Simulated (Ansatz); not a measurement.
Gas-phase electronic energies from Ansatz, PBE0-D4/def2-TZVP geometries. CCSD(T)/CBS adds triple-zeta CCSD(T) − MP2 to the extrapolated MP2 energy (def2 sets, frozen cores). This one scheme is used for every species. DFT in def2-TZVPP. For Ge outer-core shells are correlated without core-valence functions, which leaves a few kJ/mol of doubt a bond. Scalar relativity is left out up to krypton. One conformer a species, not always the lowest.

`O[Si](O)(O)O` + `C[SiH](O)[GeH2][OH]` → `C[SiH](O)[Si](O)(O)O` + `[OH][GeH2][OH]`  (redistribution)

CCSD(T)/CBS gives +24.5 kcal/mol.

Another level gave +23.8 kcal/mol. Which?
A. PBE/def2-TZVPP
B. ωB97X-V/def2-TZVPP
C. CCSD/def2-TZVPP
D. SCS-MP2/def2-TZVPP

D. SCS-MP2/def2-TZVPP 23.8, PBE 21.4, ωB97X-V 22.7, CCSD/def2-TZVPP 24.9 kcal/mol.

Largest T1 diagnostic among the species: 0.012.

In def2-TZVPP, CCSD(T) changes the Hartree–Fock value by −2.5 kcal/mol (the triples alone add −0.8 kcal/mol) and MP2 by −2.5 kcal/mol. From PBE to PBE0 (25 % exact exchange), in def2-TZVPP and without D4, ΔE moves by +2.2 kcal/mol.
